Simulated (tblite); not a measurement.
Compound: C2H5Cl2FSi.
SMILES with atom numbers: `[CH3:1][Si@:2]([F:3])([Cl:4])[CH2:5][Cl:6]` (hydrogens: H7, H8, H9 on C1; H10, H11 on C5)

Cartesian coordinates in Å at the GFN2-xTB level; atoms count from 1:
```
atom  x, y, z in Å
C1     1.5341   -0.4569    0.2794
Si2    0.1262    0.6087   -0.3902
F3     0.2353    0.6294   -2.0093
Cl4    0.1912    2.5147    0.2102
C5    -1.5956   -0.1593   -0.0725
Cl6   -1.8463   -0.4793    1.6711
H7     1.4338   -0.6200    1.3484
H8     2.4985    0.0133    0.1057
H9     1.5502   -1.4299   -0.2038
H10   -1.7148   -1.1140   -0.5803
H11   -2.4072    0.4960   -0.3847
```

Level: GFN2-xTB in tblite, geometry and Hessian alike; calculated harmonic values, unscaled, isolated species. The method is semi-empirical: single wavenumbers can be off by several per cent or more. One conformer, not necessarily the lowest.

Harmonic wavenumbers (cm⁻¹): 33.5, 86.6, 94.2, 145.7, 147.2, 201.1, 215.5, 255.5, 487.2, 654.6, 710.2, 746.5, 769.3, 812.8, 842.9, 847.0, 1085.8, 1192.3, 1376.3, 1424.1, 1458.2, 1459.8, 2985.4, 2997.1, 3038.3, 3042.9, 3050.6.

A = 2278, B = 1201, C = 1046 MHz; mass 145.952 u (most abundant isotopes); point group C1, symmetry number 1.

Zero-point energy?

½Σν̃ = 15080 cm⁻¹ = 43.12 kcal/mol.

What is S at 298.15 K and 1 bar for an ideal gas of classical rigid rotors and harmonic oscillators?

Translation 40.87, rotation 29.11, vibration 26.72: S = 96.7 cal/(mol K).

And Cp and H(298.15 K) − H(0)?

Cp = 30.20 cal/(mol K), of which vibrations give 22.25 (their classical limit is 27 R = 53.7); H(298.15 K) − H(0) = 6.25 kcal/mol without the zero-point energy, 3.88 from vibrations.

What must be added to the electronic energy to get the Gibbs energy at 298.15 K and 1 bar?

ZPE + [H(298.15 K) − H(0)] − T·S = 43.12 + 6.25 − 28.83 = 20.54 kcal/mol.

Blend soft modes into free rotors: weight 1/[1 + (100 cm⁻¹/ν̃)⁴] for the oscillator and the rest for a rotor with moment μB/(μ + B), μ = h/(8π²ν), B = 10⁻⁴⁴ kg m². What vibrational entropy results?

24.16 cal/(mol K) in place of 26.72, which changes −T·S at 298.15 K by +0.76 kcal/mol.

Which modes carry the vibrational entropy at 298.15 K?

33.5 cm⁻¹: 5.61; 86.6 cm⁻¹: 3.74; 94.2 cm⁻¹: 3.57; 145.7 cm⁻¹: 2.73; 147.2 cm⁻¹: 2.71; 201.1 cm⁻¹: 2.12 cal/(mol K); the other 21 give 6.25 together.

Hindered rotation and anharmonicity are outside this model. Other conformers, if any are populated, would add a mixing term that is left out. The structure is chiral; the term R ln 2 for an equal mix with its mirror image is left out.
